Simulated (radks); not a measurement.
All-electron atom: Ge13+ in [Ar] 3d1. All-electron calculation, Dirac Kohn-Sham, BLYP, spin-unpolarised, spherical densities, point nucleus; open shells are shared between the two j in proportion to 2j + 1. Program: a radial shooting solver on a logarithmic mesh with Libxc functionals. Some entries of the table are withheld. Estimate them.

orbital  occ.  eigenvalue (hartree)  r(max) (bohr)
1s1/2       2             -417.9010        0.03073
2s1/2       2                   (1)         0.1760
2p1/2       2                   (2)         0.1391
2p3/2       4                   (3)         0.1421
3s1/2       2             -19.24167         0.5134
3p1/2       2             -17.39091         0.4999
3p3/2       4             -17.17519         0.5062
3d3/2     0.4             -14.19134         0.4278
3d5/2     0.6             -14.15161         0.4294

Answer. 
(1) 2s1/2 eigenvalue (hartree): -65.72608
(2) 2p1/2 eigenvalue (hartree): -60.18767
(3) 2p3/2 eigenvalue (hartree): -59.01237
